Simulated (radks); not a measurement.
Trend from Sc to Zn: ionisation energy by Delta-SCF between NIST ground configurations, and size. All-electron calculation, scalar-relativistic Kohn-Sham, PBE, spin-polarised, spherical densities, point nucleus; open shells are filled with parallel spins first. Program: a radial shooting solver on a logarithmic mesh with Libxc functionals.

[
 {"species": "Sc", "configuration": "[Ar] 3d1 4s2", "IE (eV)": "6.461", "NIST (eV)": "6.561", "kind": "exp.", "-e(HOMO) (eV)": "3.512 (3d)", "outermost": "4s", "<r> outermost (bohr)": "3.77"},
 {"species": "Ti", "configuration": "[Ar] 3d2 4s2", "IE (eV)": "6.705", "NIST (eV)": "6.828", "kind": "exp.", "-e(HOMO) (eV)": "4.174 (4s)", "outermost": "4s", "<r> outermost (bohr)": "3.61"},
 {"species": "V", "configuration": "[Ar] 3d3 4s2", "IE (eV)": "5.966", "NIST (eV)": "6.746", "kind": "exp.", "-e(HOMO) (eV)": "4.283 (4s)", "outermost": "4s", "<r> outermost (bohr)": "3.48"},
 {"species": "Cr", "configuration": "[Ar] 3d5 4s1", "IE (eV)": "7.396", "NIST (eV)": "6.767", "kind": "exp.", "-e(HOMO) (eV)": "3.723 (3d)", "outermost": "4s", "<r> outermost (bohr)": "3.32"},
 {"species": "Mn", "configuration": "[Ar] 3d5 4s2", "IE (eV)": "7.236", "NIST (eV)": "7.434", "kind": "exp.", "-e(HOMO) (eV)": "4.464 (4s)", "outermost": "4s", "<r> outermost (bohr)": "3.28"},
 {"species": "Fe", "configuration": "[Ar] 3d6 4s2", "IE (eV)": "7.836", "NIST (eV)": "7.902", "kind": "exp.", "-e(HOMO) (eV)": "4.851 (4s)", "outermost": "4s", "<r> outermost (bohr)": "3.11"},
 {"species": "Co", "configuration": "[Ar] 3d7 4s2", "IE (eV)": "7.733", "NIST (eV)": "7.881", "kind": "exp.", "-e(HOMO) (eV)": "5.175 (4s)", "outermost": "4s", "<r> outermost (bohr)": "2.97"},
 {"species": "Ni", "configuration": "[Ar] 3d8 4s2", "IE (eV)": "7.076", "NIST (eV)": "7.640", "kind": "exp.", "-e(HOMO) (eV)": "5.462 (4s)", "outermost": "4s", "<r> outermost (bohr)": "2.85"},
 {"species": "Cu", "configuration": "[Ar] 3d10 4s1", "IE (eV)": "8.382", "NIST (eV)": "7.726", "kind": "exp.", "-e(HOMO) (eV)": "4.894 (3d)", "outermost": "4s", "<r> outermost (bohr)": "2.91"},
 {"species": "Zn", "configuration": "[Ar] 3d10 4s2", "IE (eV)": "9.597", "NIST (eV)": "9.394", "kind": "exp.", "-e(HOMO) (eV)": "5.979 (4s)", "outermost": "4s", "<r> outermost (bohr)": "2.65"}
]

Reference values: NIST Atomic Spectra Database (measured). Open shells are spherical and high-spin; term and fine-structure splittings are not resolved.
